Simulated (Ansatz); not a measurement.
```yaml
crystal:
  periodic: [false, false, false]
  atoms:
    - {symbol: C, position_ang: [-1.908153, -0.079172, -3.370679]}
    - {symbol: C, position_ang: [-1.148438, 0.349251, -2.372655]}
    - {symbol: C, position_ang: [0.264282, -0.074966, -2.140171]}
    - {symbol: C, position_ang: [0.450103, -0.817440, -0.823213]}
    - {symbol: C, position_ang: [0.245930, 0.054206, 0.385950]}
    - {symbol: O, position_ang: [0.221070, 1.256880, 0.377184]}
    - {symbol: O, position_ang: [0.114657, -0.686819, 1.492556]}
    - {symbol: C, position_ang: [-0.028162, 0.027281, 2.727563]}
    - {symbol: C, position_ang: [1.313001, 0.423968, 3.293981]}
    - {symbol: H, position_ang: [-2.930857, 0.258825, -3.491459]}
    - {symbol: H, position_ang: [-1.531507, -0.780417, -4.109777]}
    - {symbol: H, position_ang: [-1.555106, 1.056681, -1.653799]}
    - {symbol: H, position_ang: [0.911253, 0.808121, -2.132629]}
    - {symbol: H, position_ang: [0.594132, -0.718596, -2.960033]}
    - {symbol: H, position_ang: [1.468356, -1.215735, -0.749398]}
    - {symbol: H, position_ang: [-0.218324, -1.678745, -0.750517]}
    - {symbol: H, position_ang: [-0.548650, -0.668239, 3.386788]}
    - {symbol: H, position_ang: [-0.658128, 0.902034, 2.558359]}
    - {symbol: H, position_ang: [1.951014, -0.451383, 3.431393]}
    - {symbol: H, position_ang: [1.817237, 1.131180, 2.634250]}
    - {symbol: H, position_ang: [1.176280, 0.903083, 4.266315]}
basis:
  gaussian: {orbitals: def2-TZVPD, point_charges: [{charge: 1.00, position_ang: [4.756, -0.726, -0.607]}]}
hamiltonian: {xc: {name: M06-2X}}
accuracy: high
output: {forces: true}
```

```sh
$ ansatz run in.yaml --threads 4 --pin off --events-out ev --progress --plain --max-ram 66560MiB --backend cuda --devices 0, --max-vram 37GiB
```

It prints (some lines left out):

```
Error: YAML parse error: error: line 27 column 19: hamiltonian.xc: no functional is named "M06-2X"; the names, which are not case-sensitive, are SVWN5, SPW92, PBE, PBE0, PBEsol, revPBE, revPBE0, RPBE, rPW86-PBE, HSE06, wPBEh, LC-wPBE, HISS, HF, BLYP, B3LYP, B3LYP5, BHLYP, CAM-B3LYP, r2SCAN, r2SCANh, r2SCAN0, r2SCAN50, m-r2SCAN, B97, wB97, wB97X, wB97X-V, B97M-V, wB97M-V, B2PLYP, B2GP-PLYP, PBE0-DH, PBE-QIDH
25 | basis:
26 |   gaussian: {orbitals: def2-TZVPD, point_charges: [{charge: 1.00, position_ang: [4.…
27 | hamiltonian: {xc: {name: M06-2X}}
28 | accuracy: high
29 | output: {forces: true}
```

In this input the method's name isn't one that the program takes here. The program refused the input.
